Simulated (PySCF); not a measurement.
Pb(OH)2 (H₂O₂Pb), SMILES [OH][Pb][OH] (connectivity only; charge and spin as stated), neutral, multiplicity 1.

Coordinates come from a B3LYP-D3(BJ)/def2-TZVP optimisation. The def2 effective core potentials stand for the cores of Pb; spin–orbit coupling is left out. One conformer was computed; it need not be the lowest.

All values below come from PySCF 2.14.0 with C-PCM-PBE0/def2-SVP.

The values are the electrostatic part of the solvation free energy, E(continuum) − E(gas) at the gas-phase geometry, in a cavity of scaled van der Waals radii (PySCF's table); cavitation and dispersion terms are not included. A continuum can't describe solvent molecules that bind to the metal. In vacuum the orbital gap is 5.50 eV. The dipole moment in vacuum is 3.29 D.

```
solvent         ε  ΔG(elec) (kcal/mol)  dipole (D)  gap (eV)
----------  -----  -------------------  ----------  --------
water       78.36                -10.7        4.40      5.80
n-hexane     1.88                 -4.7        3.75      5.63
2-propanol  19.26                -10.2        4.35      5.78
```
